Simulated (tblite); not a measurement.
Species: C5H13FNS (charge +1).
SMILES with atom numbers: `[CH3:1][C@@H:2]([CH2:3][NH2:4])[S@@+:5]([CH3:6])[CH2:7][F:8]` (hydrogens: H9, H10, H11 on C1; H12 on C2; H13, H14 on C3; H15, H16 on N4; H17, H18, H19 on C6; H20, H21 on C7)

A start from a force field or distance geometry was refined with tblite, GFN2-xTB geometry optimisation, gas phase. Values at the start:

```tsv
coordinate	start
C1–C2	1.501 Å
C1–H9	1.100 Å
C2–C3	1.504 Å
C2–S5	1.763 Å
C2–H12	1.110 Å
C3–N4	1.455 Å
C3–H13	1.111 Å
C3–H14	1.121 Å
N4–H15	1.051 Å
S5–C6	1.747 Å
S5–C7	1.788 Å
C6–H17	1.103 Å
C7–F8	1.394 Å
C7–H20	1.120 Å
C7–H21	1.101 Å
C1–C2–C3	108.2°
C1–C2–S5	114.6°
C2–C3–N4	110.7°
C2–S5–C6	114.9°
C2–S5–C7	107.3°
C3–C2–S5	112.6°
S5–C7–F8	106.8°
C6–S5–C7	109.9°
C1–C2–C3–N4	180°
C1–C2–S5–C6	-59°
```

**Question.** How do these coordinates change at the GFN2-xTB level?

**Answer.** 
| coordinate | GFN2-xTB (Å or °) | change |
| --- | --- | --- |
| C2–S5 | 1.869 | +0.106 |
| S5–C7 | 1.861 | +0.073 |
| S5–C6 | 1.805 | +0.058 |
| C7–F8 | 1.348 | -0.046 |
| N4–H15 | 1.014 | -0.037 |
| C7–H20 | 1.092 | -0.028 |
| C2–C3 | 1.531 | +0.027 |
| C3–H14 | 1.096 | -0.025 |
| C6–H17 | 1.084 | -0.019 |
| C3–H13 | 1.092 | -0.019 |
| C2–H12 | 1.092 | -0.018 |
| C1–H9 | 1.086 | -0.014 |
| C1–C2 | 1.510 | +0.009 |
| C7–H21 | 1.093 | -0.008 |
| C3–N4 | 1.455 | 0.000 |
| C6–S5–C7 | 96.7 | -13.2 |
| C3–C2–S5 | 100.8 | -11.8 |
| C2–S5–C6 | 105.2 | -9.7 |
| C2–S5–C7 | 99.5 | -7.8 |
| C1–C2–C3 | 114.8 | +6.6 |
| C2–C3–N4 | 105.1 | -5.6 |
| C1–C2–S5 | 117.0 | +2.4 |
| S5–C7–F8 | 106.2 | -0.6 |
| C1–C2–C3–N4 | 153 | -27 |
| C1–C2–S5–C6 | -58 | +1 |

The energy falls by 134.6 kJ/mol over 132 L-BFGS steps, the largest force on an atom goes from 3.73 to 0.009 eV/Å, and the atoms move by 0.611 Å rms after alignment. The bond that changes most is C2–S5 (sp3 carbon bound to sulfur to sulfonium sulfur), which lengthens by 0.106 Å. Bonds longer at the end by more than 0.005 Å: 5 of 20; shorter: 14. Among the dihedrals that turn most is C2–C3–N4–H15, from 136° to -158°. Rotational constants go from 2570, 1006, 921.0 to 2545, 1168, 975.6 MHz.

Its GFN2-xTB frequencies are all real (lowest 65 cm⁻¹).

One conformer stands for the species.

The numbers are calculated, not measured.
